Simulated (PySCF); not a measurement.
Labels have come off several samples. The candidates:

A. `C=C[C@@H]1C=CCC=C1C`
B. SMILES N#Cc1ccc(Cl)cc1
C. SMILES C[Si](C)(C)/C=P\C(F)(F)F

Spectrum 1. $^{13}$C{$^{1}$H} NMR (computed): δ 221.6 (CH), 139.5 (C), 1.4 (CH3).

Spectrum 2. $^{13}$C{$^{1}$H} NMR (computed): δ 151.1 (C), 140.9 (CH), 135.6 (CH), 123.7 (C), 115.5 (C).

Spectrum 3. $^{13}$C{$^{1}$H} NMR (computed): δ 150.2 (CH), 142.6 (C), 136.3 (CH), 132.2 (CH), 126.4 (CH), 119.9 (CH2), 52.6 (CH), 32.0 (CH2), 24.4 (CH3).

- shielding tensors at PBE0/pcSseg-1 (GIAO)
- coordinates at the GFN2-xTB level
- code: PySCF 2.14
- no solvent, a single conformation, non-relativistic Hamiltonian, one averaged value for each set of equivalent atoms

Chemical shifts δ = σref − σ; $^{13}$C (σref 186.93) against TMS, all at this level. Splittings of carbon signals by F and P are missing where no couplings were computed. Shifts are as computed. Against solution values, carbons near 30 ppm lie about +3 ppm off and those near 130 ppm about +5 ppm; carbons on Cl a further +6 ppm. Of 1211 compounds with measured shifts, 218 miss one by over three times the rms of a fit or turn the order of signals round; such compounds aren't used in these exercises. Carbons bonded to Cl come out too deshielded.

Q: Which spectrum belongs to which compound?

A: 1–C, 2–B, 3–A.

- Spectrum 1 (C): 3 $^{13}$C signals; δC 139.5 is a CF3 carbon; δC 1.4 is a methyl carbon bonded to Si.
- Spectrum 2 (B): 5 $^{13}$C signals; δC 135.6 is an aromatic CH; δC 123.7 is a nitrile carbon.
- Spectrum 3 (A): 9 $^{13}$C signals; δC 150.2 is an alkene CH; δC 142.6 is a fully substituted alkene carbon.
